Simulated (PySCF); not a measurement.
One molecule, one basis, several functionals.

Compound: C8H14.
Numbering: `[CH2:1]=[CH:2][CH:3]1[CH2:4][CH2:5][CH2:6][CH2:7][CH2:8]1` (hydrogens: H9, H10 on C1; H11 on C2; H12 on C3; H13, H14 on C4; H15, H16 on C5; H17, H18 on C6; H19, H20 on C7; H21, H22 on C8)

Geometry (PBE0-D3(BJ)/def2-SVP, Å), atoms numbered from 1 in this order:
```
atom  x, y, z in Å
C1     3.2889   -0.0972    0.3095
C2     2.0854    0.2552    0.7627
C3     0.7840    0.0128    0.0631
C4     0.0726    1.3319   -0.2657
C5    -1.2729    1.1029   -0.9449
C6    -2.1738    0.1981   -0.1118
C7    -1.4808   -1.1201    0.2146
C8    -0.1353   -0.8919    0.8943
H9     3.4068   -0.6107   -0.6507
H10    4.2001    0.1122    0.8762
H11    2.0112    0.7690    1.7315
H12    0.9964   -0.5050   -0.8911
H13   -0.0822    1.8943    0.6741
H14    0.7263    1.9564   -0.8956
H15   -1.7683    2.0680   -1.1395
H16   -1.1048    0.6370   -1.9329
H17   -2.4329    0.7140    0.8309
H18   -3.1258    0.0140   -0.6357
H19   -2.1252   -1.7484    0.8508
H20   -1.3220   -1.6878   -0.7203
H21    0.3703   -1.8511    1.0903
H22   -0.2984   -0.4197    1.8811
```

PySCF, pcSseg-1 basis, density fitting, gas phase, PBE0-D3(BJ)/def2-SVP geometry. One functional is left out:

```csv
functional,exact exchange (%),HOMO energy (eV),LUMO energy (eV)
LDA,0,-6.34,-0.84
OPBE,0,-6.10,-0.45
B3LYP,20,-7.06,0.24
PBE0,25,-7.29,0.46
mPW1PW91,25,-7.31,0.45
```

**Question.** Predict the row of B97-2 (21 % exact exchange) by straight lines through the other rows, and check it.

**Answer.** 
| property | line | computed | computed − line | B3LYP (20 %), for comparison |
| --- | --- | --- | --- | --- |
| HOMO energy (eV) | -7.12 | -7.03 | +0.09 | -7.06 |
| LUMO energy (eV) | 0.28 | 0.41 | +0.13 | 0.24 |

**Question.** Which of these properties follows the share of exact exchange most closely, and which least?

**Answer.** Most closely the HOMO energy, least the LUMO energy; the correlations over the tabulated rows are HOMO energy -0.988, LUMO energy 0.972. The HOMO energy moves by -0.430 eV for every 10 %. Functionals with the same share still differ in their other parts: at 0 % LDA and OPBE differ by 0.24 eV in it.
